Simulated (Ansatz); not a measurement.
Species: BNH$_{6}$, charge 0, singlet. BNH6 (azaniumylboranuide, SMILES [NH3+][BH3-]).
B3LYP-D3(BJ)/def2-TZVP minimum from Ansatz (a quantum-chemistry and plane-wave program):
```
N
H 1 1.0159
H 1 1.0159 2 107.95
H 1 1.0159 2 107.95 3 116.46
B 1 1.6582 2 110.95 4 121.77
H 5 1.2082 1 104.94 2 -60.00
H 5 1.2082 6 113.60 1 -114.06
H 5 1.2082 6 113.60 7 -131.88
```
Charge 0, spin multiplicity 1.

Total energies in cc-pVTZ, 14 correlated electrons, 2 frozen orbitals. Open shells are spin-unrestricted; no spin-orbit coupling. Correlated methods leave the cores frozen. No relativity.

```tsv
method	program	energy (Eh)	minus CCSDT(Q) (mEh)
HF	Ansatz	-82.65275	411.74
MP2	Ansatz	-83.02045	44.05
CCSD	Ansatz	-83.05102	13.47
CCSD(T)	Ansatz	-83.06350	0.99
CCSDT(Q)	Ansatz	-83.06449	0.00
```

Rough core times of Ansatz's runs on a shared machine: CCSD(T) under 20 s, CCSDT(Q) 30 min.
